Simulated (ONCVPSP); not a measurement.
**PBE ONCV dataset for Ta (Z = 73), scalar-relativistic all-electron reference.**

* Element: Ta
* Generator: ONCVPSP 4.0.1
* Type: optimised norm-conserving Vanderbilt (ONCV)
* Functional: PBE
* Relativity: scalar-relativistic
* Frozen core: [Kr] 4d10
* Valence charge: 27
* Reference configuration: 4f14 5s2 5p6 5d3 6s2
* Partial waves: 5s+6s: rc 2.05 bohr, ncon 4, nbas 7, qcut 6.6 1/bohr, 3 projectors, debl 2.9 Ha; 5p: rc 1.50 bohr, ncon 4, nbas 7, qcut 6.3 1/bohr, 2 projectors, debl 0.7 Ha; 5d: rc 2.85 bohr, ncon 4, nbas 8, qcut 4.7 1/bohr, 2 projectors, debl 2.9 Ha; 4f: rc 0.70 bohr, ncon 5, nbas 10, qcut 24.1 1/bohr, 2 projectors, debl 1.7 Ha
* Local potential: polynomial inside 0.65 bohr (lpopt 1, dvloc0 1 Ha)
* Core correction: Teter function, fcfact 4.75, rcfact 1.45

In the p channel the program set the typed energies aside and used -1.448, 0.250 Ha.

Task: Estimate the cutoffs (Ha) at which the residual kinetic energy of the hardest occupied pseudo-wave falls to 1 and 0.1 mHa per electron.

Result: 263 Ha and 292 Ha.

Task: What does a ghost test show?

Result: Ghosts flagged at negative energy: s at -227.0 eV; GHOST(+) flagged for p at 6.6 eV, d at 92.1 eV. A true bound ghost makes a file unfit for plane-wave use.

Task: Which valence shell sets the plane-wave cutoff?

Result: 4f: 263 Ha for 1 mHa per electron, against 23 Ha for 5p.

Task: Tests: 4f14 5s2 5p6 5d3 6s1; 4f14 5s2 5p6 5d3 6s0; 4f14 5s2 5p6 5d2 6s0; 4f14 5s2 5p6 5d3 6s0 6p1. Which has the largest error in its energy relative to the reference configuration, and how large is it?

Result: 4f14 5s2 5p6 5d3 6s0, with -19 meV (all-electron minus pseudo) on +23.44 eV.
